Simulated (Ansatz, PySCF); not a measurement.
Spin states of F2Zr (SMILES [F][Zr][F]), each relaxed with B3LYP-D3(BJ)/def2-TZVP.
State 1 (charge 0, multiplicity 3):
```xyz
3

Zr     0.453     0.058    -0.079
F     -0.506     1.319    -1.173
F      0.020    -1.330     1.182
```
State 2 (charge 0, multiplicity 1):
```xyz
3

Zr     0.66964     0.07807    -0.10473
F     -0.58039     1.14313    -1.01297
F     -0.12242    -1.17382     1.04728
```

Singlets are restricted, other states unrestricted; no spin–orbit coupling, no relativity up to Kr; see below for the cores. The largest T1 diagnostic is 0.022.

Correlated levels freeze the inner cores; with def2 sets outer-core shells near the valence are correlated too. CBS(a, b) extrapolates the correlation energy as X⁻³ and adds the Hartree–Fock energy of set b.

The values were computed with Ansatz (Gaussian orbitals); PySCF for the dispersion terms. Values without a source in brackets are computed. In def2 rows elements past Kr take small-core potentials, without spin–orbit coupling.

PBE/def2-TZVPP gives 7.83 kcal/mol for the energy of the multiplicity-1 state less that of the multiplicity-3 state.

Question: Predict the shift from PBE, with its sign, for: PBE-D3(BJ)/def2-TZVPP, r2SCAN/def2-TZVPP, PBE0/def2-TZVPP, wB97M-V/def2-TZVPP, B2PLYP/def2-TZVPP, CCSD(T)/CBS(def2-SVP, def2-TZVPP).

Answer: PBE-D3(BJ)/def2-TZVPP -0.02; r2SCAN/def2-TZVPP 7.48; PBE0/def2-TZVPP 4.43; wB97M-V/def2-TZVPP -2.63; B2PLYP/def2-TZVPP -0.71; CCSD(T)/CBS(def2-SVP, def2-TZVPP) -5.53 kcal/mol. 2 of 6 lie above PBE; the widest gap is to r2SCAN/def2-TZVPP.

Doubts at one or more of the structures used: a restricted determinant that unrestricted orbitals would lower (B2PLYP/def2-TZVPP, CCSD(T)/CBS(def2-SVP, def2-TZVPP)).

Ansatz is a first-principles code.
